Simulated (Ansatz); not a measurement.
Relative stability

The two ends of one reaction step of BSiH$_{5}$OF$_{2}$, singlet (PBE0-D4/def2-TZVP).

A:

```
10
angstrom
B -0.9779 -1.2905 0.7383
Si 1.2922 1.1344 -0.9092
F -1.5701 -1.5364 -0.4237
F 0.2881 -1.6340 0.8776
H -0.0302 1.1458 -0.2279
O -1.6259 -0.7240 1.7717
H 1.4374 2.3949 -1.6805
H 2.3670 1.0422 0.1084
H 1.3598 -0.0260 -1.8304
H -2.5403 -0.5065 1.5757
```

B:

```
atom    x (Å)    y (Å)    z (Å)
  B1  -0.3112  -0.7313  -0.1294
 Si2   1.1886   0.4688  -0.8143
  F3  -1.4118  -0.9134  -0.8971
  F4  -0.0017  -1.7893   0.6571
  H5  -2.0338   0.4308   0.9513
  O6  -1.1045   0.3492   1.1996
  H7   0.6452   1.7435  -1.3626
  H8   2.1399   0.8121   0.2802
  H9   1.9622  -0.2004  -1.8976
 H10  -1.0727  -0.1701   2.0127
```

Ansatz 0.2.0; basis: def2-TZVPP; cores frozen in the correlated methods. B3LYP uses VWN-RPA correlation.

(1) Which structure is lower at CCSD(T), and by how much? (An estimate is asked for; the value comes from the calculation.)

No T1 diagnostic of these runs exceeds 0.013.

Results:

(1) The calculation gives: A, by 134.3 kJ/mol (electronic energy, against the other). By their contacts, A is a complex of BHOF₂ ([OH][B]([F])[F]) + SiH₄ and B is a complex of BSiH₃F₂ ([F][B]([F])[SiH3]) + H₂O.

All methods give the same order:

```json
{"method": "SPW92", "E(B) − E(A) (kJ/mol)": "99.5"}
{"method": "PBE-D4", "E(B) − E(A) (kJ/mol)": "114.7"}
{"method": "BLYP-D4", "E(B) − E(A) (kJ/mol)": "131.9"}
{"method": "r2SCAN-D4", "E(B) − E(A) (kJ/mol)": "128.0"}
{"method": "B97M-V", "E(B) − E(A) (kJ/mol)": "136.7"}
{"method": "PBE0-D4", "E(B) − E(A) (kJ/mol)": "122.0"}
{"method": "B3LYP-D4", "E(B) − E(A) (kJ/mol)": "136.4"}
{"method": "r2SCAN0-D4", "E(B) − E(A) (kJ/mol)": "131.7"}
{"method": "BHLYP-D4", "E(B) − E(A) (kJ/mol)": "144.2"}
{"method": "CAM-B3LYP-D4", "E(B) − E(A) (kJ/mol)": "136.6"}
{"method": "wB97X-V", "E(B) − E(A) (kJ/mol)": "127.8"}
{"method": "wB97M-V", "E(B) − E(A) (kJ/mol)": "131.2"}
{"method": "B2PLYP", "E(B) − E(A) (kJ/mol)": "139.5"}
{"method": "PBE-QIDH", "E(B) − E(A) (kJ/mol)": "130.1"}
{"method": "RPA on PBE", "E(B) − E(A) (kJ/mol)": "134.9"}
{"method": "HF", "E(B) − E(A) (kJ/mol)": "174.5"}
{"method": "MP2", "E(B) − E(A) (kJ/mol)": "136.7"}
{"method": "CCSD", "E(B) − E(A) (kJ/mol)": "139.8"}
{"method": "CCSD(T)", "E(B) − E(A) (kJ/mol)": "134.3"}
```

Labels in which every atom is bracketed show which atoms are joined, not bond orders.

For scale, one of the runs: CCSD(T)/def2-TZVPP, 236 basis functions, launched by `ansatz run in.yaml --threads 4 --pin off --events-out ev --progress --plain --max-ram 9574MiB`. Time: 2.2 min of wall clock on 4 CPU threads of an Arm Neoverse V2; the host was shared. Peak host memory: 4.6 GiB.
